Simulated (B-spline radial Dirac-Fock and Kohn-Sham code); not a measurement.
Dipole and non-dipole photoemission parameters of Pt⁵⁺ 4d3/2

System: platinum as Pt⁵⁺, configuration [Xe] 4f14 5d5; threshold 405.9 eV (orbital energy of the model). Calculated with a B-spline atomic structure program, using Dirac-Hartree-Slater photoionisation with a Latter tail; cross sections with all multipoles, angular parameters from the dipole term and its interference with E2.

For linearly polarised light dσ/dΩ = σ/(4π) [1 + β P₂(cos θ) + (δ + γ cos²θ) sin θ cos φ], with θ from the polarisation vector and φ the angle between the beam and the projection of the electron momentum on the plane normal to the polarisation.

```tsv
hν (eV)	σ (kb)	β	γ	δ
436	161	-0.695	0.069	0.032
566	231	-0.352	-0.086	0.165
570	232	-0.332	-0.078	0.164
594	237	-0.215	-0.026	0.155
799	226	0.457	0.177	0.062
1000	186	0.782	0.127	0.021
1253.6	139	1.010	0.029	0.006
1340	126	1.063	0.004	0.005
1486.9	106	1.134	-0.027	0.005
2770	30.5	1.365	0.075	0.033
3900	13.3	1.388	0.335	0.054
4540	8.91	1.381	0.487	0.065
5290	5.87	1.364	0.658	0.077
6230	3.69	1.336	0.855	0.092
8740	1.35	1.253	1.294	0.133
9251.7	1.13	1.236	1.371	0.141
9850	0.928	1.217	1.456	0.151
12400	?	?	?	?
13600	0.327	1.105	1.893	0.213
15000	0.236	1.068	2.021	0.237
```

Q: Give the values at 12400 eV.

A: σ = 0.443 kb, β = 1.139, γ = 1.769, δ = 0.193.
